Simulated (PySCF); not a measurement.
# Working out the ionisation energy of Zn⁺

Zn⁺ [Ar] 3d10 4s1 (2S) → Zn²⁺ [Ar] 3d10 (1S). Calculation: PySCF 2.14, in def2-TZVP (6s5p4d1f, 48 functions); no relativity, point nucleus. Frozen: [Ar]. Energies in hartree (1 hartree = 27.21139 eV):

```csv
part,Zn⁺ (lower),Zn²⁺ (upper)
UHF,-1777.526441,-1776.916790
CCSD correlation,-0.330082,-0.308479
(T),-0.005670,-0.004143
```

**Question.** What does Hartree-Fock give?

**Answer.** (-1776.916790) − (-1777.526441) = 0.609651 hartree = 16.589 eV.

**Question.** What do CCSD and CCSD(T) give?

**Answer.** The CCSD correlation energies differ by 0.021603 hartree = 0.588 eV and the triples by 0.001527 hartree = 0.042 eV, so CCSD gives 17.177 eV and CCSD(T) 17.219 eV.

Measured between the centres of the two terms (NIST): 17.964 eV, so CCSD(T) (valence) is off by -0.745 eV.

The calculation is non-relativistic.

What remains against the reference includes basis incompleteness, the frozen core and higher excitations.
